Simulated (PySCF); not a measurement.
All values below come from TPSSh-D3(BJ)/def2-TZVP // PBE-D3(BJ)/def2-SVP (PySCF 2.14.0). Isolated molecules, 0 K electronic values unless said otherwise. 

Reference species: [Nb(Cl)5] (neutral, multiplicity 1).

The coordination number is 5 and the HOMO–LUMO gap is 3.70 eV. The LUMO is -4.81 eV and the HOMO is -8.51 eV.

Changed species: [Nb(Cl)2(F)3] (3 of 5 Cl replaced by F; the reference has 0 of 5 Cl replaced by F).

Q: Predict the effect on the coordination number, HOMO–LUMO gap, LUMO and HOMO.

A: the coordination number is nearly the same; the HOMO–LUMO gap rises by 1.45 eV, to 5.15 eV; the LUMO goes up by 0.46 eV, to -4.35 eV; the HOMO drops by 0.98 eV, to -9.49 eV.
